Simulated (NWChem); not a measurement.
Molecule: C₂HCl₂, doublet; SMILES Cl[C]=CCl

Program: NWChem. Spin-unrestricted. Medium grid unless said otherwise, to which SCAN and Minnesota functionals are sensitive. In the optimisation the excess spin sits in a' (Cs, its own frame). Structure relaxed at the PBE-D3(BJ)/def2-SVP, spin-unrestricted level. No stability test was run on the SCF state.

For level RPBE/def2-SVP:

* **highest occupied level (eV)**: -5.97
* **lowest empty minus highest occupied level, either spin (eV)**: 1.99
* **dipole (D)**: 0.50

Q: How do the values read with level r2SCAN/def2-SVP instead?

A: The highest occupied level (eV) is -6.35 and the lowest empty minus highest occupied level, either spin (eV) is 2.74. The dipole (D) is 0.67.
